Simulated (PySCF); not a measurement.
WO2Cl, SMILES [O]=[W+](=[O])[Cl], charge +1, multiplicity 1. Atoms are numbered in the order given.

```xyz
4

W      0.2615    -0.1860     0.0000
O      0.8268     0.6828     1.3087
O      0.8268     0.6828    -1.3087
Cl    -1.9164     0.1668     0.0000
```
Charge +1, spin multiplicity 1.

The structure is a stationary point at PBE0-D3(BJ)/def2-SVP. The spin state was assumed, not searched. The isomer is the one that the SMILES or the coordinates give; other isomers of the formula were not compared. The def2 effective core potentials stand for the cores of W; spin–orbit coupling is left out.

Calculation: r2SCAN/def2-TZVPD in PySCF.

Mulliken values depend strongly on the basis, most of all with diffuse functions as here. ESP charges are fitted to the potential on shells at 1.4 to 2.0 van der Waals radii. Atomic charges (e):

```json
[
 {"atom": "W1", "Mulliken": "1.84", "ESP fit": "1.85"},
 {"atom": "O2", "Mulliken": "-0.32", "ESP fit": "-0.39"},
 {"atom": "O3", "Mulliken": "-0.32", "ESP fit": "-0.39"},
 {"atom": "Cl4", "Mulliken": "-0.21", "ESP fit": "-0.07"}
]
```
